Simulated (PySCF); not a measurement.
ClF₃H₃NTi, multiplicity 1.

```xyz
9

Ti     0.1672    -0.3384     0.0000
F     -0.3263    -1.1071     1.4957
F      1.8465    -0.8150     0.0000
F     -0.3263    -1.1071    -1.4957
Cl     0.4359     1.8820     0.0000
N     -2.0759     0.2427     0.0000
H     -2.3135     0.7995     0.8229
H     -2.6754    -0.5855     0.0000
H     -2.3135     0.7995    -0.8229
```

The structure is a stationary point at B3LYP-D3(BJ)/def2-SVP. The multiplicity is an assumed one; other spin states were not compared.

All values below come from PBE/pcSseg-1 run with PySCF. Non-relativistic, no solvent.

Q: Give the absolute GIAO shielding of each atom: isotropic value and principal components (ppm). (Estimate from the structure and the level; the computed values follow.)

A: 
```json
[
 {"atom": "Ti1", "σ(iso)": "-305.5", "σ11": "-546.6", "σ22": "-333.3", "σ33": "-36.6", "span": "510.1"},
 {"atom": "F2", "σ(iso)": "-229.2", "σ11": "-455.3", "σ22": "-433.2", "σ33": "201.0", "span": "656.3"},
 {"atom": "F3", "σ(iso)": "-245.4", "σ11": "-548.0", "σ22": "-454.4", "σ33": "266.2", "span": "814.2"},
 {"atom": "F4", "σ(iso)": "-229.2", "σ11": "-455.3", "σ22": "-433.2", "σ33": "201.0", "span": "656.3"},
 {"atom": "Cl5", "σ(iso)": "229.7", "σ11": "-98.0", "σ22": "-47.5", "σ33": "834.4", "span": "932.4"},
 {"atom": "N6", "σ(iso)": "218.2", "σ11": "206.2", "σ22": "221.6", "σ33": "226.9", "span": "20.7"},
 {"atom": "H7", "σ(iso)": "29.6", "σ11": "24.4", "σ22": "27.0", "σ33": "37.3", "span": "12.9"},
 {"atom": "H8", "σ(iso)": "29.7", "σ11": "24.0", "σ22": "26.5", "σ33": "38.6", "span": "14.6"},
 {"atom": "H9", "σ(iso)": "29.6", "σ11": "24.4", "σ22": "27.0", "σ33": "37.3", "span": "12.9"}
]
```
